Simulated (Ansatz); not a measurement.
Consider the atomization: `C=C[SiH](F)[GeH3]` → 2 C• + F• + Ge• + 7 H• + Si•.

Gas-phase electronic energies from Ansatz, PBE0-D4/def2-TZVP geometries. CCSD(T)/CBS adds triple-zeta CCSD(T) − MP2 to the extrapolated MP2 energy (def2 sets, frozen cores). This one scheme is used for every species, atoms too. DFT in def2-TZVPP. B3LYP here is the variant with VWN-RPA as its local correlation; programs differ in this. Open shells (•) are unrestricted, without spin–orbit coupling. Spin–orbit coupling would lower the free atoms: a little for C, F, Si; clearly for Ge. Bonds to Ge are less sure, by a few kJ/mol each and by 10 to 20 or more in all where they break to atoms, as the def2 sets lack core-valence functions. Scalar relativity is left out up to krypton. Each species was taken in one conformer, which may not be the lowest.

`C=C[SiH](F)[GeH3]`:

```xyz
12

C     0.087    0.827   -2.213
C     0.689    0.636   -1.041
Si    0.323   -0.843    0.007
F     1.679   -1.651    0.316
Ge   -0.637   -0.222    2.098
H     0.256    1.716   -2.814
H    -0.605    0.097   -2.624
H     1.373    1.401   -0.677
H    -0.581   -1.743   -0.757
H    -2.013    0.425    1.863
H    -0.826   -1.442    3.015
H     0.253    0.799    2.827
```

| level | ΔE (kJ/mol) | difference from CCSD(T)/CBS |
| --- | --- | --- |
| r2SCAN-D4 | 4266.3 | -2.9 |
| B97M-V | 4284.9 | 15.7 |
| B3LYP-D4 | 4246.6 | -22.6 |
| r2SCANh-D4 | 4243.7 | -25.5 |
| BHLYP-D4 | 4157.3 | -111.9 |
| ωB97X-V | 4272.8 | 3.6 |
| PBE-QIDH | 4225.7 | -43.5 |
| revPBE | 4126.0 | -143.2 |
| r2SCAN0 | 4204.3 | -64.9 |
| LC-ωPBE | 4224.7 | -44.5 |
| HF/def2-SVP | 3181.1 | -1088.1 |
| CCSD(T)/def2-SVP | 4012.9 | -256.3 |
| MP2/def2-TZVPP | 4204.7 | -64.5 |
| SCS-MP2/def2-TZVPP | 4197.3 | -71.9 |
| HF/def2-QZVPP | 3195.4 | -1073.8 |
| CCSD/CBS(def2) | 4214.0 | -55.2 |
| CCSD(T)/CBS | 4269.2 | 0 |

Largest T1 diagnostic among the species: 0.012.

From r2SCAN to r2SCAN0 (25 % exact exchange), in def2-TZVPP and without D4, ΔE moves by −55.7 kJ/mol: exact exchange takes away binding that semilocal exchange gives to molecules. At CCSD(T), def2-SVP lies −256.3 kJ/mol from the extrapolated value and def2-TZVPP −97.7 kJ/mol: correlation converges slowly with the basis, and small sets miss more of it in the bonded molecule than in its fragments.

For atomizations the MP2-based limit and the directly extrapolated one differ by several kJ/mol either way, and by 10 to 25 for some Ge, Se and Sn compounds, so smaller differences from it don't rank the levels.
